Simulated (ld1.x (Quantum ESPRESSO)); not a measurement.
**Pseudopotential generation for copper (Cu): ultrasoft, LDA (PZ), fully relativistic.**

Cu, ultrasoft, made with ld1.x (Quantum ESPRESSO) 7.5 (LDA (PZ), fully relativistic). Core [Ne], reference 3s2 3p6 3d10 4s1 4p0. Waves: 3s (bound): rcut 1.05, rcutus 1.35 bohr; 4s (bound): rcut 1.05, rcutus 1.35 bohr; 3p (bound): rcut 1.10, rcutus 1.25 bohr; 4p (bound, empty): rcut 1.10, rcutus 1.25 bohr; 3d (bound): rcut 1.25, rcutus 1.55 bohr; 3d channel at 1 Ry: rcut 1.25, rcutus 1.55 bohr. Local part: all-electron potential smoothed inside 1.05 bohr (lloc = -1). Core correction: none. Augmentation charge: PSQ, inside the norm-conserving radii.

Open shells are filled in proportion to 2j + 1 (rel_dist='average').

All-electron outer shells of the reference configuration (LDA (PZ), scalar-relativistic, ld1.x):

```json
{"shell": "2s", "level (eV)": "-1060.41", "outermost node (bohr)": "0.07", "outermost maximum (bohr)": "0.20"}
{"shell": "2p", "level (eV)": "-916.44", "outermost node (bohr)": "–", "outermost maximum (bohr)": "0.16"}
{"shell": "3s", "level (eV)": "-114.15", "outermost node (bohr)": "0.29", "outermost maximum (bohr)": "0.61"}
{"shell": "3p", "level (eV)": "-72.03", "outermost node (bohr)": "0.26", "outermost maximum (bohr)": "0.62"}
{"shell": "3d", "level (eV)": "-5.32", "outermost node (bohr)": "–", "outermost maximum (bohr)": "0.60"}
{"shell": "4s", "level (eV)": "-4.87", "outermost node (bohr)": "0.89", "outermost maximum (bohr)": "2.24"}
{"shell": "4p", "level (eV)": "-0.79", "outermost node (bohr)": "0.98", "outermost maximum (bohr)": "3.52"}
```

(1) Is the overlap operator S = 1 + Σ q|β⟩⟨β| positive definite (Bessel basis up to 400 Ry)?

Results:

(1) No: its lowest eigenvalue is -0.402, in the p3/2 channel, so the generalised eigenproblem breaks down once the basis is large enough.

Its largest configuration-test error is +505 meV (3s2 3p6 3d7 4s0 4p0). 1 of 7 tests not solved or not reliable. Not counted: 3s2 3p6 3d8 4s0 4p0 (solver errors, printed error -3515 eV).

The ghost test of this file was not conclusive. Its overlap operator is not positive definite in a basis up to 400 Ry (lowest eigenvalue s -0.01, p1/2 -0.30, p3/2 -0.40), so the file is unfit for use: the generalised eigenproblem breaks down once the basis is large enough, and its test numbers describe a broken file.
